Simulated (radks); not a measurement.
Coulomb parameter of the 3d shell of neutral cobalt in the model configuration [Ar] 3d8 4s1, as a second difference U = [E(n + 0.25) + E(n - 0.25) - 2 E(n)] / (0.25)^2 with all orbitals relaxed. "Bare": the charge of the atom changes with n. "Screened": the 4s shell takes up the change at fixed total charge, which measures U(3d,3d) + U(4s,4s) - 2 U(3d,4s). Calculated with a radial shooting solver on a logarithmic mesh with Libxc functionals: scalar-relativistic Kohn-Sham, r2SCAN, spin-unpolarised, spherical densities, finite nucleus; meta-GGA in the generalised Kohn-Sham scheme; Fermi nuclear charge, rms radius 3.7875 fm.

case                 configuration  E - E(n) (eV)
start                 [Ar] 3d8 4s1          0.000
bare +0.25         [Ar] 3d8.25 4s1         -0.747
bare -0.25         [Ar] 3d7.75 4s1          1.403
screened +0.25  [Ar] 3d8.25 4s0.75          0.075
screened -0.25  [Ar] 3d7.75 4s1.25          0.050

U(bare) = 10.493 eV, U(screened by 4s) = 2.005 eV, against the Slater integral F0(3d,3d) = 22.268 eV with frozen orbitals. The step up makes a negative ion, whose loosely bound charge lowers the bare value.
